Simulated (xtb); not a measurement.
CH10O2Si3, SMILES C[Si@H](O)O[SiH2][SiH3]. All values are semi-empirical tight-binding results from xtb (GFN2-xTB unless named), good for trends rather than for accurate numbers. Coordinates come from a GFN2-xTB optimisation. The structure was generated by enumeration; whether it is a known compound was not checked. The values are those of a single conformer.

Optimised geometry:

```xyz
16

C     -2.7645     0.0923     0.9552
Si    -1.6622     0.3365    -0.5674
O     -1.9065    -0.7821    -1.7176
O     -0.1099     0.2398    -0.0920
Si     1.1750     0.6959     0.7918
Si     2.8601    -0.7266     0.1389
H     -3.8152     0.0917     0.6826
H     -2.6136     0.8853     1.6808
H     -2.5539    -0.8495     1.4574
H     -1.8711     1.5807    -1.2872
H     -1.6999    -1.7025    -1.5770
H      1.3848     2.1251     0.5214
H      0.7712     0.6032     2.2045
H      2.6112    -2.1444     0.4410
H      4.1110    -0.3926     0.8316
H      3.1729    -0.6932    -1.2956
```
Charge 0, spin multiplicity 1.

Computed properties:
```yaml
orbital_gap: 4.42 eV
dipole_moment: 1.41 D
zero_point_energy: 64.5 kcal/mol
G − E(el) at 298.15 K (modified RRHO): 40.2 kcal/mol
static polarisability (D4 model): 109.9 bohr³
solvation energy, GFN2-xTB/ALPB(water): -3.8 kcal/mol
solvation energy, GFN2-xTB/ALPB(ether): -7.9 kcal/mol
```

Computed atomic charges and the Wiberg bond orders between heavy atoms:
charges (e) C1 -0.21, Si2 0.59, O3 -0.48, O4 -0.48, Si5 0.45, Si6 0.37, H7 0.03, H8 0.03, H9 0.03, H10 -0.07, H11 0.31, H12 -0.11, H13 -0.11, H14 -0.11, H15 -0.14, H16 -0.10. Bond orders C1–Si2 0.88, Si2–O3 1.16, Si2–O4 1.06, O4–Si5 1.08, Si5–Si6 0.83.
